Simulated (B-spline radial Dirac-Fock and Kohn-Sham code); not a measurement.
Cl⁷⁺ 2p3/2: cross section and angular parameters

System: Cl⁷⁺, configuration [He] 2s2 2p6; threshold 344.5 eV (orbital energy of the model). Level of theory: Dirac-Hartree-Slater photoionisation with a Latter tail; cross sections with all multipoles, angular parameters from the dipole term and its interference with E2; a B-spline atomic structure program.

```
hν (eV)   σ (kb)      β      γ      δ
    387      910  1.382  0.017  0.014
    478      543  1.471  0.109  0.016
    497      492  1.477  0.125  0.017
    542      392  1.483  0.161  0.018
    687      206  1.466  0.258  0.021
    721      180  1.458  0.279  0.022
    770      149  1.445  0.306  0.024
    908     93.0  1.404  0.375  0.028
   1000     70.2  1.374  0.412  0.031
 1253.6     36.1  1.294  0.505  0.039
   1300     32.3  1.280  0.521  0.040
   1350     28.7  1.265  0.535  0.042
   1450     22.9  1.234  0.559  0.046
   2000     8.29  1.087  0.672  0.066
   2590     3.59  0.963  0.757  0.087
   3320     1.56  0.841  0.837  0.113
   3560        ?      ?      ?      ?
   4930    0.398  0.654  0.948  0.165
   6000    0.198  0.567  0.998  0.197
 9251.7   0.0409  0.396  1.103  0.281
  12000   0.0155  0.308  1.164  0.341
  15000  0.00665  0.239  1.222  0.399
```

Question: Give the values at 3560 eV.

Answer: σ = 1.23 kb, β = 0.807, γ = 0.858, δ = 0.121.

Values without a named source are computed, but for edge energies of neutral atoms, which are taken from tables.
